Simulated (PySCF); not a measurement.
B3LYP has the VWN-RPA correlation part, as in Gaussian. Excitations are Tamm–Dancoff values on a coarser integration grid. The basis has no diffuse functions, so Rydberg states are missing or too high.

Cartesian coordinates (Å):
```xyz
7

C      1.8614    -1.0963     0.3557
C      0.8714    -0.4316     0.1747
Si    -0.5580     0.6320    -0.0733
N     -1.9503    -0.0163    -0.4991
H      2.7277    -1.6945     0.5121
H     -0.1970     2.0443     0.1744
H     -2.7713     0.5575    -0.6452
```
Charge 0, spin multiplicity 1.

Problem. Give the brightest of the four lowest singlets (TDA), total energy and S1 oscillator strength at the level B3LYP-D3(BJ)/def2-TZVP run with PySCF 2.14.0.

Solution. 
```yaml
brightest of the four lowest singlets (TDA): 5.12 eV
total_energy: -422.2630 Ha
S1 oscillator strength: 0.001
```
